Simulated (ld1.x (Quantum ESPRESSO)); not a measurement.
Results of a calculation; reference values are marked as such.
## Pseudopotentials across the periodic table

Generated with ld1.x 7.5 (TM, RRKJ, ultrasoft, PAW), atompaw 4.2 or ONCVPSP 4.0.1. The cutoff is in Ry: for ld1.x and atompaw files where the sum of valence levels is converged to 10 mRy in a Bessel basis, for ONCV files where the hardest occupied wave has 1 mHa per electron of residual kinetic energy. The error is the largest all-electron minus pseudo excitation energy over each file’s own four to seven test configurations (ionisations up to +4, promotions, holes and added fractions of an electron), all of which were solved. The labels leave out finer settings (local radius, basis sizes, second energies), which also bear on the numbers. Spin-polarised tests are not counted. The rows are a selection from randomly drawn settings: files with unsolved tests, undetermined cutoffs or missed reference levels are left out.

A true bound ghost makes a file unfit for plane-wave use even where its test errors are small: the radial tests pick states by their node count and pass the ghost by.

```csv
element,potential,cutoff (Ry),largest error (meV),bound ghosts
Mn,"RRKJ, PBE, scalar-relativistic, rc 1.95/1.20/1.30 (spd), local s, core correction yes, reference 3p6 3d5 4s0.5 4p0",100,-1035,none
Kr,"TM, BLYP, scalar-relativistic, rc 1.00/1.50 (sp), local smoothed, core correction no, reference 4s2 4p6",120,+342,none
In,"TM semilocal, LDA (PZ), scalar-relativistic, rc 1.80/1.90 (sp), local s, core correction yes, reference 5s2 5p0",21,-110,none
Eu,"TM, LDA (PZ), scalar-relativistic, rc 1.35/2.55/2.05 (spd), local s, core correction no, reference 5s2 5p6 5d0 6s0 6p0",60,+325,none
Hg,"TM, PBE, fully relativistic, rc 2.40/3.20/1.50/2.75 (spdf), local smoothed, core correction yes, reference 5d10 6s2 6p0",50,-123,none
```

Q: Fill in the row for Xe: TM, PBE, scalar-relativistic, rc 1.32/1.58/1.38 (spd), local d, core correction no, reference 5s2 5p6.

A: cutoff 80 Ry, largest error -63 meV, bound ghosts: s, p.

Q: Fill in the row for Hg: RRKJ, LDA (PZ), scalar-relativistic, rc 1.50/1.40/1.20 (spd), local smoothed, core correction yes, reference 5s2 5p6 5d10 6s0 6p0.

A: cutoff 120 Ry, largest error +2754 meV, bound ghosts: none.
